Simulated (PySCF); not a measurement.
## Trend along the halogens: MW anions

PBE0 with triple-zeta basis sets in PySCF, for the lowest determinant that a PBE0 search found; no spin–orbit coupling. De refers to high-spin ground-configuration atoms (the charge goes to the atom of lower measured ionisation energy or higher electron affinity, which is not always the lowest computed limit). A positive dipole points towards W; it is taken about the centre of mass and depends on that origin.

```json
{"M": "F", "basis": "def2-TZVPPD", "charged atom": "F−", "state (unpaired electrons)": "quintet (π ↑↑, δ ↑↑)", "Re (Å)": "1.937", "ωe (cm⁻¹)": "543", "De (eV)": "n/a", "μ (D)": "-0.10"}
{"M": "Cl", "basis": "def2-TZVPPD", "charged atom": "Cl−", "state (unpaired electrons)": "quintet (π ↑↑, δ ↑↑)", "Re (Å)": "2.362", "ωe (cm⁻¹)": "297", "De (eV)": "n/a", "μ (D)": "0.53"}
{"M": "Br", "basis": "def2-TZVPPD", "charged atom": "Br−", "state (unpaired electrons)": "septet (σ ↑↑, π ↑↑, δ ↑↑)", "Re (Å)": "2.635", "ωe (cm⁻¹)": "157", "De (eV)": "n/a", "μ (D)": "0.20"}
```

The shortest bond is that of WF⁻ (1.937 Å), the longest that of WBr⁻ (2.635 Å).

The state changes along the series, so neighbouring rows are not always alike in their bonding.

De is left out where the level can put another filling of the metal’s s and d shells below the measured ground configuration, by anything from nothing to about 1 eV. These are scalar-relativistic numbers at best; spin–orbit coupling would shift them, the dissociation energy most. The highest Kohn–Sham level is positive in some of these anions. Much of that is self-interaction error, but it also means that the finite basis helps to hold the extra electron. With d or f electrons several states lie close, and the lowest PBE0 determinant need not be the measured ground state.
